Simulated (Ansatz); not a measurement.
Reaction (redistribution): `S[SiH](Cl)CCl` + `N[SiH2]I` → `ClC[SiH](Cl)I` + `N[SiH2]S`

Isolated molecules relaxed with PBE0-D4/def2-TZVP in Ansatz; ΔE leaves out vibrations. CCSD(T)/CBS is the MP2 limit (def2-TZVPP, def2-QZVPP) plus CCSD(T) − MP2 in def2-TZVPP, frozen cores. DFT in def2-TZVPP. Elements past krypton have def2 core potentials. For I outer-core shells are correlated without core-valence functions, which leaves a few kJ/mol of doubt a bond. One conformer a species, not always the lowest.

Question: Is it downhill or uphill in electronic energy at CCSD(T)/CBS, and by how much? (Best estimate.)

Answer: Computed: Uphill: ΔE = +10.4 kJ/mol.

Question: What do these levels give: LDA (SPW92), r2SCANh-D4, BHLYP-D4, ωB97X-V, ωB97M-V, B2PLYP, r2SCAN, CAM-B3LYP, MP2/def2-TZVPP, CCSD/def2-TZVPP, SCS-MP2/def2-QZVPP, HF/CBS(def2)? (Estimate.)

Answer: Ansatz gave: LDA (SPW92) 13.4, r2SCANh-D4 13.6, BHLYP-D4 11.7, ωB97X-V 12.0, ωB97M-V 12.3, B2PLYP 12.5, r2SCAN 13.8, CAM-B3LYP 12.6, MP2/def2-TZVPP 11.1, CCSD/def2-TZVPP 11.8, SCS-MP2/def2-QZVPP 10.3, HF/CBS(def2) 13.4 kJ/mol.

Largest T1 diagnostic among the species: 0.010.

Leaving LDA and LC-ωPBE aside and taking each functional with its dispersion term where it has one, the values, not all of them listed here, spread over 2.1 kJ/mol, from BHLYP-D4 to r2SCAN-D4. At CCSD(T), def2-SVP lies +5.8 kJ/mol from the extrapolated value and def2-TZVPP +1.5 kJ/mol.
